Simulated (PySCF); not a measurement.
# Br: excitation energy

Br [Ar] 3d10 4s2 4p5 (2P) → Br [Ar] 3d10 4s1 4p6 (2S), as a difference of total energies. All numbers are calculated (PySCF 2.14, a scalar-relativistic core potential, in aug-cc-pV5Z-PP with ECP10MDF). Correlated levels: valence: 3s2 3p6 3d10 frozen. The calculations carry no spin-orbit coupling.

| method | excitation energy (cm⁻¹) |
| --- | --- |
| UHF | 122010 |
| LDA | 99724 |
| PBE | 99712 |
| PBE0 | 105350 |
| r2SCAN | 104380 |
| BHandHLYP | 111040 |
| M06-2X | 106420 |
| B97-3 | 105030 |
| MP2 (valence) | 105090 |
| SCS-MP2 (valence) | 103250 |

The upper state lies above the first ionisation limit, where it may autoionise and the basis confines it.
